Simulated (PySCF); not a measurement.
HSZn, charge +1, singlet, geometry from GFN2-xTB (such geometries of metal compounds can be far from the true shape); PBE/6-31G** run with PySCF.

Here is a job for PySCF.
```python
from pyscf import gto, scf, dft

mol = gto.Mole()
mol.atom = '''
    Zn   -0.36132780   -0.65142862   -0.26440656
    S     0.58625743    1.18634901    0.41826102
    H     1.45971500    0.56127429    1.24002068
'''
mol.basis = '6-31g**'
mol.charge = 1
mol.verbose = 4
mol.build()

mf = dft.RKS(mol)
mf.xc = 'pbe'
mf.DIIS = scf.EDIIS
mf.kernel()
mf.analyze()
```

Q: Write the output that PySCF gives for this input, abridged.

A: 
```
PySCF version 2.14.0

[INPUT] verbose = 4
[INPUT] num. atoms = 3
[INPUT] num. electrons = 46
[INPUT] charge = 1
[INPUT] spin (= nelec alpha-beta = 2S) = 0
[INPUT] symmetry False subgroup None
[INPUT] Mole.unit = angstrom
[INPUT] Symbol           X                Y                Z      unit          X                Y                Z       unit  Magmom
[...]
nuclear repulsion = 128.891030098163
number of shells = 23
number of NR pGTOs = 155
number of NR cGTOs = 57
basis = 6-31g**
ecp = {}

******** <class 'pyscf.dft.rks.RKS'> ********
method = RKS
initial guess = minao
damping factor = 0
level_shift factor = 0
DIIS = <class 'pyscf.scf.diis.EDIIS'>
diis_start_cycle = 1
diis_space = 8
diis_damp = 0
SCF conv_tol = 1e-09
SCF conv_tol_grad = None
SCF max_cycles = 50
direct_scf = True
direct_scf_tol = 1e-13
XC library pyscf.dft.libxc version 7.1.2
    S. Lehtola, C. Steigemann, M. J. T. Oliveira, and M. A. L. Marques,  SoftwareX 7, 1–5 (2018)
XC functionals = pbe
    J. P. Perdew, K. Burke, and M. Ernzerhof,  Phys. Rev. Lett. 77, 3865 (1996)
    J. P. Perdew, K. Burke, and M. Ernzerhof,  Phys. Rev. Lett. 78, 1396 (1997)
    J. P. Perdew, K. Burke, and M. Ernzerhof,  Phys. Rev. Lett. 77, 3865 (1996)
    J. P. Perdew, K. Burke, and M. Ernzerhof,  Phys. Rev. Lett. 78, 1396 (1997)
radial grids:
    Treutler-Ahlrichs [JCP 102, 346 (1995); DOI:10.1063/1.469408] (M4) radial grids

becke partition: Becke, JCP 88, 2547 (1988); DOI:10.1063/1.454033
pruning grids: <function nwchem_prune>
grids dens level: 3
symmetrized grids: False
atomic radii adjust function: <function treutler_atomic_radii_adjust>
small_rho_cutoff = 0
Set gradient conv threshold to 3.16228e-05
Initial guess from minao.
tot grids = 49328
init E= -2177.06164106633
[...]
cycle= 1 E= -2176.99188136136  delta_E= 0.0698  |g|= 0.449  |ddm|= 1.86
[...]
cycle= 2 E= -2176.09643177049  delta_E= 0.895  |g|= 1.35  |ddm|= 2.77
[...]
cycle= 3 E= -2176.87212135325  delta_E= -0.776  |g|= 0.729  |ddm|= 2.96
[...]
cycle= 4 E= -2176.94423117777  delta_E= -0.0721  |g|= 0.582  |ddm|= 0.281
[...]
cycle= 5 E= -2176.94423115712  delta_E= 2.07e-08  |g|= 0.582  |ddm|= 7.59e-08
[...]
cycle= 6 E= -2176.94423118013  delta_E= -2.3e-08  |g|= 0.582  |ddm|= 8.47e-08
[...]
cycle= 7 E= -2176.94423118987  delta_E= -9.74e-09  |g|= 0.582  |ddm|= 3.58e-08
[...]
cycle= 8 E= -2176.94423118176  delta_E= 8.11e-09  |g|= 0.582  |ddm|= 2.98e-08
[...]
cycle= 9 E= -2176.94423117344  delta_E= 8.32e-09  |g|= 0.582  |ddm|= 3.06e-08
[...]
[...]
[...]
cycle= 32 E= -2176.72922331029  delta_E= -1.64e-10  |g|= 0.889  |ddm|= 4.83e-10
[...]
cycle= 33 E= -2176.72922331862  delta_E= -8.33e-09  |g|= 0.889  |ddm|= 2.28e-08
[...]
cycle= 34 E= -2176.7292233114  delta_E= 7.22e-09  |g|= 0.889  |ddm|= 1.98e-08
[...]
cycle= 35 E= -2176.72922325405  delta_E= 5.74e-08  |g|= 0.889  |ddm|= 1.57e-07
[...]
cycle= 36 E= -2176.72922330878  delta_E= -5.47e-08  |g|= 0.889  |ddm|= 1.5e-07
[...]
cycle= 37 E= -2176.72922331313  delta_E= -4.35e-09  |g|= 0.889  |ddm|= 1.2e-08
[...]
cycle= 38 E= -2173.71249146789  delta_E= 3.02  |g|= 2.43  |ddm|= 3.98
[...]
cycle= 39 E= -2176.61624043548  delta_E= -2.9  |g|= 1.14  |ddm|=  4.1
[...]
cycle= 40 E= -2176.69983136686  delta_E= -0.0836  |g|= 0.906  |ddm|= 0.353
[...]
cycle= 41 E= -2176.69983136755  delta_E= -6.91e-10  |g|= 0.906  |ddm|= 1.85e-09
[...]
cycle= 42 E= -2176.69983136825  delta_E= -7.02e-10  |g|= 0.906  |ddm|= 1.93e-09
[...]
cycle= 43 E= -2176.69983136888  delta_E= -6.32e-10  |g|= 0.906  |ddm|= 1.76e-09
[...]
cycle= 44 E= -2176.69983136673  delta_E= 2.15e-09  |g|= 0.906  |ddm|= 5.91e-09
[...]
cycle= 45 E= -2176.69983136316  delta_E= 3.57e-09  |g|= 0.906  |ddm|= 9.78e-09
[...]
cycle= 46 E= -2176.69983136712  delta_E= -3.95e-09  |g|= 0.906  |ddm|= 1.08e-08
[...]
cycle= 47 E= -2173.57710059768  delta_E= 3.12  |g|= 2.44  |ddm|= 4.05
[...]
cycle= 48 E= -2176.60351718802  delta_E= -3.03  |g|= 1.17  |ddm|= 4.14
[...]
cycle= 49 E= -2176.69202253453  delta_E= -0.0885  |g|= 0.899  |ddm|= 0.459
[...]
cycle= 50 E= -2176.6920225393  delta_E= -4.77e-09  |g|= 0.899  |ddm|= 1.31e-08
SCF not converged.
SCF energy = -2176.6920225393
**** SCF Summaries ****
Total Energy =                       -2176.692022539300069
Nuclear Repulsion Energy =             128.891030098162958
One-electron Energy =                -3279.477869052169808
Two-electron Energy =                  973.894816414706611
Two-electron Coulomb Energy =         1070.857264126034124
DFT Exchange-Correlation Energy =      -96.962447711327499
HOMO-LUMO gap [eV] =                     4.352735996116757
**** MO energy ****
[...]
 ** Mulliken pop on meta-lowdin orthogonal AOs  **
 ** Mulliken pop  **
 ** Mulliken atomic charges  **
charge of    0Zn =      1.89220
charge of    1S =     -1.16977
charge of    2H =      0.27757

WARN: System has nonzero charge 1; the dipole moment is origin-dependent.
Location of origin: [0. 0. 0.]

Dipole moment(X, Y, Z, Debye): -4.73102, -12.45223, -3.13638
```

The run did not converge; its last values are not results.
